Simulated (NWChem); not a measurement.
System: CH₃BeF; SMILES [CH3][Be][F]

Here is an NWChem input.

```
start job
memory heap 200 mb stack 900 mb global 1100 mb
geometry units angstroms noautosym nocenter noautoz
  Be    -0.000367     0.147818    -0.000000
  F     -0.000771     1.538184     0.000005
  C      0.000069    -1.519711    -0.000004
  H      0.385660    -1.930458    -0.948821
  H     -1.014279    -1.930799     0.140561
  H      0.629126    -1.930381     0.808256
end
basis spherical
  * library def2-svpd
end
dft
  xc b3lyp
  iterations 150
end
tddft
  cis
  nroots 6
  notriplet
end
task tddft energy
```

All runs use the structure optimised with PBE0/def2-SVP. B3LYP is NWChem's, with the RPA form of VWN correlation.

Vertical excitations in the gas phase.

Task: Give the results of this calculation. (B3LYP/def2-SVPD, TDA.) Quantities: lowest excitation, singlet (eV); oscillator strength of that lowest state; lowest state with f > 0.02, singlet (eV); oscillator strength of that bright state; orbital gap (eV).

Result: The lowest excitation, singlet (eV) comes out as 7.59. The oscillator strength of that lowest state is 0.130, the lowest state with f > 0.02, singlet (eV) comes out as 7.59 and the oscillator strength of that bright state is 0.130. The orbital gap (eV) is 8.50.
